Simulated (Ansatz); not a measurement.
Relaxation of C₂H₇AlBF (12 atoms, charge 0, multiplicity 1), to a largest force component of 0.015 eV/Å in at most 40 steps.

These are results of RKS PBE0/def2-SVP in Ansatz 0.2.0, not measurements.

```xyz
12
Properties=species:S:1:pos:R:3:forces:R:3
C -0.445 0.009 1.530 -1.52 2.84 0.29
C 0.798 0.129 0.715 0.76 -0.11 -1.74
B 1.139 1.668 0.404 -0.18 -2.56 -0.49
Al 1.881 2.911 1.792 0.33 0.47 3.79
F 1.983 2.393 3.539 -0.07 0.88 -2.85
H -0.357 0.590 2.488 -0.05 -0.63 -0.32
H -0.737 -1.002 1.724 -0.37 -0.92 0.23
H -1.286 0.566 0.964 0.76 -1.07 0.79
H 0.606 -0.461 -0.232 0.44 0.48 0.59
H 1.656 -0.361 1.224 -0.12 0.15 0.00
H 1.088 2.009 -0.735 -0.20 0.35 -0.54
H 2.235 4.415 1.448 0.23 0.11 0.27
```

Task: Where does it end, and by what steps?

Result: It converged. After 25 steps the energy has fallen by 0.697 eV; H12 moved furthest, 1.28 Å.

| step | energy less start (eV) | largest force component (eV/Å) | accepted |
| --- | --- | --- | --- |
| 0 | 0.0000 | 3.785 | yes |
| 1 | -0.4743 | 1.957 | yes |
| 2 | -0.5613 | 1.612 | yes |
| 3 | -0.6314 | 0.274 | yes |
| 4 | -0.6382 | 0.130 | yes |
| 5 | -0.6432 | 0.169 | yes |
| 6 | -0.6453 | 0.137 | yes |
| 7 | -0.6540 | 0.218 | yes |
| 8 | -0.6596 | 0.248 | yes |
| 9 | -0.6557 | 0.469 | no |
| 10 | -0.6697 | 0.148 | yes |
| 11 | -0.6774 | 0.119 | yes |
| 12 | -0.6853 | 0.116 | yes |
| 13 | -0.6870 | 0.127 | yes |
| 14 | -0.6876 | 0.184 | yes |
| 15 | -0.6909 | 0.068 | yes |
| 16 | -0.6922 | 0.096 | yes |
| 17 | -0.6926 | 0.135 | yes |
| 18 | -0.6942 | 0.101 | yes |
| 19 | -0.6953 | 0.086 | yes |
| 20 | -0.6960 | 0.029 | yes |
| 21 | -0.6964 | 0.031 | yes |
| 22 | -0.6966 | 0.056 | yes |
| 23 | -0.6968 | 0.045 | yes |
| 24 | -0.6969 | 0.023 | yes |
| 25 | -0.6970 | 0.004 | yes |

```xyz
12
Properties=species:S:1:pos:R:3
C -0.409 -0.107 1.451
C 0.897 0.138 0.661
B 0.945 1.697 0.515
Al 1.960 3.034 1.829
F 1.257 3.376 3.313
H -0.399 0.388 2.436
H -0.554 -1.184 1.632
H -1.293 0.258 0.905
H 0.822 -0.376 -0.312
H 1.738 -0.306 1.216
H 0.253 2.167 -0.372
H 3.344 3.783 1.586
```

Time of the run: 59 s on 2 threads of Intel(R) Xeon(R) Platinum 8488C (Sapphire Rapids), on a shared host, peak memory 0.27 GiB.
